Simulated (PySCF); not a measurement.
**Electron correlation in Rb²³⁺ (rubidium, charge +23)**

Starting occupation: [Ne] 3s2 3p2, 3p1/2 with m_j = -1/2, +1/2. Computed with PySCF 2.14 in an even-tempered Gaussian basis (19 s from 3 bohr⁻², ratio 2.4; 13 p from 3.8 bohr⁻², ratio 2.4; 5 d from 15 bohr⁻², ratio 2.6; 4 f from 22 bohr⁻², ratio 2.6), with X2C-1e with screened-nucleus spin-orbit coupling, Gaussian nucleus. Frozen: 1s2; 12 electrons correlated; the 50 highest virtual spinors left out.

MP2 pair energies summed by pair of shells (mhartree):

| pair | energy | share (%) |
| --- | --- | --- |
| 2p3/2-2p3/2 | -92.46 | 18.2 |
| 2p1/2-2p3/2 | -87.53 | 17.2 |
| 3s1/2-3s1/2 | -52.64 | 10.4 |
| 3p1/2-3s1/2 | -46.95 | 9.2 |
| 2p3/2-2s1/2 | -39.90 | 7.8 |
| 3p1/2-3p1/2 | -39.25 | 7.7 |
| 2p3/2-3p1/2 | -32.16 | 6.3 |
| 2p3/2-3s1/2 | -29.13 | 5.7 |
| 2p1/2-2p1/2 | -20.22 | 4.0 |
| 2p1/2-2s1/2 | -18.30 | 3.6 |
| 2p1/2-3s1/2 | -11.78 | 2.3 |
| 2p1/2-3p1/2 | -11.66 | 2.3 |
| 2s1/2-2s1/2 | -10.55 | 2.1 |
| 2s1/2-3p1/2 | -8.55 | 1.7 |
| 2s1/2-3s1/2 | -7.34 | 1.4 |

Total MP2 correlation energy: -508.42 mhartree.

At this charge the one-electron X2C treatment keeps the bare 1/r₁₂, with no two-electron picture change or Breit term. The effect here is smaller than on the frozen 1s shell.
